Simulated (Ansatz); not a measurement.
Ansatz (a program for electronic structure) input (B3LYP-D3(BJ)/def2-TZVP):

Ansatz 0.2 input:
```yaml
crystal:
  periodic: [false, false, false]
  atoms:
    - {symbol: C, position_ang: [-0.98503697, -1.11307039, -0.39451663]}
    - {symbol: C, position_ang: [0.21012294, -0.30689869, -0.04069099]}
    - {symbol: C, position_ang: [1.54513429, -0.95689555, -0.00108291]}
    - {symbol: C, position_ang: [0.07677189, 1.08365598, 0.25939625]}
    - {symbol: O, position_ang: [-0.99025190, 1.69933879, 0.24979525]}
    - {symbol: H, position_ang: [-1.10826021, -1.94818311, 0.30391195]}
    - {symbol: H, position_ang: [-1.88390697, -0.50064779, -0.38109857]}
    - {symbol: H, position_ang: [-0.86911854, -1.56011752, -1.38805148]}
    - {symbol: H, position_ang: [1.79495792, -1.39671323, -0.97327723]}
    - {symbol: H, position_ang: [2.33358310, -0.25461153, 0.27143080]}
    - {symbol: H, position_ang: [1.55601556, -1.78445539, 0.71727601]}
    - {symbol: H, position_ang: [1.01679149, 1.60927009, 0.51281225]}
basis:
  gaussian:
    orbitals: def2-TZVP
hamiltonian:
  xc: b3lyp
  dispersion: d3bj
magnetization: {spin_polarized: true, initial_magnetization: 1}
phonons: {temperatures: {t_min: 298.15, t_max: 298.15, t_step: 100}}
```

Output:

```
Functional definition: B3LYP
integrals: 0.10 GiB planned
1179 factors; their error is unknown
mean field: 1.25 GiB planned
mean field evaluation 1: about -6300.1051 eV, gradient 5.0e1 eV
mean field evaluation 2: about -6292.8699 eV, gradient 6.5e1 eV
mean field evaluation 4: about -6310.6782 eV, gradient 4.3e0 eV
mean field evaluation 8: about -6310.7591 eV, gradient 1.8e-1 eV
mean field evaluation 16: about -6310.7447 eV, gradient 9.8e-4 eV
mean field -6310.74474507 eV, -231.9155918048 hartree, gradient 6.1e-5 eV, S^2 0.762882; 0 other end points of the search recorded, 0 dependent functions left out
the calculation of the forces begins
reference -6310.74502195 eV, -231.9156019799 hartree; 20, 19 occupied and 177, 178 virtual orbitals, 1179 factors
these checks for a lower state are left out or cut short: stability, starts, cluster_reference, orbital_swaps, neighbouring_geometries, increment
integrals: 0.10 GiB planned
1179 factors; their error is unknown
mean field: 1.25 GiB planned
mean field -6310.74455421 eV, -231.9155847910 hartree, gradient 2.8e-6 eV, S^2 0.762867; 0 other end points of the search recorded, 0 dependent functions left out
the calculation of the forces begins
reference -6310.74483117 eV, -231.9155949689 hartree; 20, 19 occupied and 177, 178 virtual orbitals, 1179 factors
these checks for a lower state are left out or cut short: stability, starts, cluster_reference, orbital_swaps, neighbouring_geometries, increment
integrals: 0.10 GiB planned
1179 factors; their error is unknown
mean field: 1.25 GiB planned
mean field evaluation 32: about -6310.7594 eV, gradient 4.3e-4 eV
mean field -6310.74461335 eV, -231.9155869641 hartree, gradient 2.9e-6 eV, S^2 0.762897; 0 other end points of the search recorded, 0 dependent functions left out
the calculation of the forces begins
reference -6310.74489015 eV, -231.9155971363 hartree; 20, 19 occupied and 177, 178 virtual orbitals, 1179 factors
these checks for a lower state are left out or cut short: stability, starts, cluster_reference, orbital_swaps, neighbouring_geometries, increment
integrals: 0.10 GiB planned
1179 factors; their error is unknown
mean field: 1.25 GiB planned
mean field -6310.74455819 eV, -231.9155849372 hartree, gradient 1.8e-6 eV, S^2 0.762877; 0 other end points of the search recorded, 0 dependent functions left out
the calculation of the forces begins
reference -6310.74483509 eV, -231.9155951130 hartree; 20, 19 occupied and 177, 178 virtual orbitals, 1179 factors
these checks for a lower state are left out or cut short: stability, starts, cluster_reference, orbital_swaps, neighbouring_geometries, increment
integrals: 0.10 GiB planned
1179 factors; their error is unknown
mean field: 1.24 GiB planned
mean field -6310.74461915 eV, -231.9155871775 hartree, gradient 1.8e-6 eV, S^2 0.762886; 0 other end points of the search recorded, 0 dependent functions left out
the calculation of the forces begins
reference -6310.74489601 eV, -231.9155973519 hartree; 20, 19 occupied and 177, 178 virtual orbitals, 1179 factors
these checks for a lower state are left out or cut short: stability, starts, cluster_reference, orbital_swaps, neighbouring_geometries, increment
integrals: 0.10 GiB planned
1179 factors; their error is unknown
mean field: 1.25 GiB planned
mean field -6310.74456702 eV, -231.9155852616 hartree, gradient 3.0e-6 eV, S^2 0.762940; 0 other end points of the search recorded, 0 dependent functions left out
the calculation of the forces begins
reference -6310.74484382 eV, -231.9155954340 hartree; 20, 19 occupied and 177, 178 virtual orbitals, 1179 factors
these checks for a lower state are left out or cut short: stability, starts, cluster_reference, orbital_swaps, neighbouring_geometries, increment
integrals: 0.10 GiB planned
[...]
mean field: 1.25 GiB planned
mean field -6310.74475686 eV, -231.9155922382 hartree, gradient 3.0e-6 eV, S^2 0.762883; 0 other end points of the search recorded, 0 dependent functions left out
the calculation of the forces begins
reference -6310.74503375 eV, -231.9156024137 hartree; 20, 19 occupied and 177, 178 virtual orbitals, 1179 factors
these checks for a lower state are left out or cut short: stability, starts, cluster_reference, orbital_swaps, neighbouring_geometries, increment
integrals: 0.10 GiB planned
1179 factors; their error is unknown
mean field: 1.25 GiB planned
mean field evaluation 256: about -6310.7447 eV, gradient 5.5e-3 eV
mean field -6310.74469587 eV, -231.9155899967 hartree, gradient 3.1e-6 eV, S^2 0.762881; 0 other end points of the search recorded, 0 dependent functions left out
the calculation of the forces begins
reference -6310.74497273 eV, -231.9156001713 hartree; 20, 19 occupied and 177, 178 virtual orbitals, 1179 factors
these checks for a lower state are left out or cut short: stability, starts, cluster_reference, orbital_swaps, neighbouring_geometries, increment
integrals: 0.10 GiB planned
1179 factors; their error is unknown
mean field: 1.25 GiB planned
mean field -6310.74470276 eV, -231.9155902502 hartree, gradient 2.9e-6 eV, S^2 0.762883; 0 other end points of the search recorded, 0 dependent functions left out
the calculation of the forces begins
reference -6310.74497962 eV, -231.9156004243 hartree; 20, 19 occupied and 177, 178 virtual orbitals, 1179 factors
these checks for a lower state are left out or cut short: stability, starts, cluster_reference, orbital_swaps, neighbouring_geometries, increment
integrals: 0.10 GiB planned
1179 factors; their error is unknown
mean field: 1.25 GiB planned
mean field -6310.74473349 eV, -231.9155913795 hartree, gradient 2.9e-6 eV, S^2 0.762881; 0 other end points of the search recorded, 0 dependent functions left out
the calculation of the forces begins
reference -6310.74501040 eV, -231.9156015555 hartree; 20, 19 occupied and 177, 178 virtual orbitals, 1179 factors
these checks for a lower state are left out or cut short: stability, starts, cluster_reference, orbital_swaps, neighbouring_geometries, increment
integrals: 0.10 GiB planned
1179 factors; their error is unknown
mean field: 1.25 GiB planned
mean field -6310.74465278 eV, -231.9155884133 hartree, gradient 2.9e-6 eV, S^2 0.762882; 0 other end points of the search recorded, 0 dependent functions left out
the calculation of the forces begins
reference -6310.74492961 eV, -231.9155985868 hartree; 20, 19 occupied and 177, 178 virtual orbitals, 1179 factors
these checks for a lower state are left out or cut short: stability, starts, cluster_reference, orbital_swaps, neighbouring_geometries, increment
integrals: 0.10 GiB planned
1179 factors; their error is unknown
mean field: 1.25 GiB planned
mean field -6310.74467563 eV, -231.9155892532 hartree, gradient 2.9e-6 eV, S^2 0.762882; 0 other end points of the search recorded, 0 dependent functions left out
the calculation of the forces begins
reference -6310.74495255 eV, -231.9155994298 hartree; 20, 19 occupied and 177, 178 virtual orbitals, 1179 factors
these checks for a lower state are left out or cut short: stability, starts, cluster_reference, orbital_swaps, neighbouring_geometries, increment
integrals: 0.10 GiB planned
1179 factors; their error is unknown
mean field: 1.25 GiB planned
mean field evaluation 288: about -6310.7594 eV, gradient 3.4e-4 eV
mean field -6310.74468440 eV, -231.9155895754 hartree, gradient 2.9e-6 eV, S^2 0.762881; 0 other end points of the search recorded, 0 dependent functions left out
the calculation of the forces begins
reference -6310.74496131 eV, -231.9155997514 hartree; 20, 19 occupied and 177, 178 virtual orbitals, 1179 factors
these checks for a lower state are left out or cut short: stability, starts, cluster_reference, orbital_swaps, neighbouring_geometries, increment
integrals: 0.10 GiB planned
1179 factors; their error is unknown
mean field: 1.25 GiB planned
mean field -6310.74469188 eV, -231.9155898501 hartree, gradient 2.9e-6 eV, S^2 0.762882; 0 other end points of the search recorded, 0 dependent functions left out
the calculation of the forces begins
reference -6310.74496873 eV, -231.9156000243 hartree; 20, 19 occupied and 177, 178 virtual orbitals, 1179 factors
these checks for a lower state are left out or cut short: stability, starts, cluster_reference, orbital_swaps, neighbouring_geometries, increment
integrals: 0.10 GiB planned
1179 factors; their error is unknown
mean field: 1.24 GiB planned
mean field -6310.74472885 eV, -231.9155912087 hartree, gradient 2.9e-6 eV, S^2 0.762882; 0 other end points of the search recorded, 0 dependent functions left out
the calculation of the forces begins
reference -6310.74500575 eV, -231.9156013846 hartree; 20, 19 occupied and 177, 178 virtual orbitals, 1179 factors
these checks for a lower state are left out or cut short: stability, starts, cluster_reference, orbital_swaps, neighbouring_geometries, increment
integrals: 0.10 GiB planned
1179 factors; their error is unknown
mean field: 1.25 GiB planned
mean field -6310.74468551 eV, -231.9155896163 hartree, gradient 2.9e-6 eV, S^2 0.762881; 0 other end points of the search recorded, 0 dependent functions left out
the calculation of the forces begins
reference -6310.74496237 eV, -231.9155997905 hartree; 20, 19 occupied and 177, 178 virtual orbitals, 1179 factors
these checks for a lower state are left out or cut short: stability, starts, cluster_reference, orbital_swaps, neighbouring_geometries, increment
integrals: 0.10 GiB planned
1179 factors; their error is unknown
mean field: 1.25 GiB planned
mean field evaluation 320: about -6310.7447 eV, gradient 3.5e-4 eV
mean field -6310.74473583 eV, -231.9155914653 hartree, gradient 2.9e-6 eV, S^2 0.762883; 0 other end points of the search recorded, 0 dependent functions left out
the calculation of the forces begins
reference -6310.74501269 eV, -231.9156016399 hartree; 20, 19 occupied and 177, 178 virtual orbitals, 1179 factors
these checks for a lower state are left out or cut short: stability, starts, cluster_reference, orbital_swaps, neighbouring_geometries, increment
integrals: 0.10 GiB planned
1179 factors; their error is unknown
mean field: 1.25 GiB planned
mean field -6310.74467286 eV, -231.9155891512 hartree, gradient 2.9e-6 eV, S^2 0.762881; 0 other end points of the search recorded, 0 dependent functions left out
the calculation of the forces begins
reference -6310.74494975 eV, -231.9155993268 hartree; 20, 19 occupied and 177, 178 virtual orbitals, 1179 factors
these checks for a lower state are left out or cut short: stability, starts, cluster_reference, orbital_swaps, neighbouring_geometries, increment
integrals: 0.10 GiB planned
1179 factors; their error is unknown
mean field: 1.25 GiB planned
mean field -6310.74470933 eV, -231.9155904916 hartree, gradient 2.0e-6 eV, S^2 0.762875; 0 other end points of the search recorded, 0 dependent functions left out
the calculation of the forces begins
reference -6310.74498620 eV, -231.9156006664 hartree; 20, 19 occupied and 177, 178 virtual orbitals, 1179 factors
these checks for a lower state are left out or cut short: stability, starts, cluster_reference, orbital_swaps, neighbouring_geometries, increment
integrals: 0.10 GiB planned
1179 factors; their error is unknown
mean field: 1.25 GiB planned
mean field -6310.74470229 eV, -231.9155902326 hartree, gradient 2.0e-6 eV, S^2 0.762888; 0 other end points of the search recorded, 0 dependent functions left out
the calculation of the forces begins
reference -6310.74497917 eV, -231.9156004079 hartree; 20, 19 occupied and 177, 178 virtual orbitals, 1179 factors
Total energy: -6311.12892718 eV, -231.9297102369 hartree
Atom 0 at    -0.985037    -1.113070    -0.394517 Å, force    -0.000062     0.000302     0.000060 eV/Å
Atom 1 at     0.210123    -0.306899    -0.040691 Å, force    -0.000924    -0.000326    -0.000205 eV/Å
Atom 2 at     1.545134    -0.956896    -0.001083 Å, force     0.000433    -0.000326    -0.000014 eV/Å
Atom 3 at     0.076772     1.083656     0.259396 Å, force    -0.001318     0.000142    -0.000154 eV/Å
Atom 4 at    -0.990252     1.699339     0.249795 Å, force     0.001435    -0.000524     0.000083 eV/Å
Atom 5 at    -1.108260    -1.948183     0.303912 Å, force     0.000079    -0.000098    -0.000012 eV/Å
Atom 6 at    -1.883907    -0.500648    -0.381099 Å, force     0.000336    -0.000030     0.000041 eV/Å
Atom 7 at    -0.869119    -1.560118    -1.388051 Å, force     0.000079    -0.000098    -0.000011 eV/Å
Atom 8 at     1.794958    -1.396713    -0.973277 Å, force    -0.000222     0.000207     0.000156 eV/Å
Atom 9 at     2.333583    -0.254612     0.271431 Å, force     0.000249     0.000036     0.000043 eV/Å
Atom 10 at     1.556016    -1.784455     0.717276 Å, force    -0.000185     0.000267    -0.000105 eV/Å
Atom 11 at     1.016791     1.609270     0.512812 Å, force     0.000098     0.000449     0.000117 eV/Å
Dipole moment:     0.452339    -0.596898    -0.072970 e Å
Vibrations: 107.11 135.24 225.57 287.21 365.14 382.73 606.77 821.71 923.85 956.50 961.48 1021.95 1057.24 1275.06 1351.29 1394.53 1410.83 1421.69 1462.94 1465.03 1483.20 1502.68 1571.50 2916.87 2999.78 3007.55 3034.39 3040.71 3100.60 3134.75 cm⁻¹, zero-point energy 2.692062 eV
```

It need not be the lowest isomer of its formula.
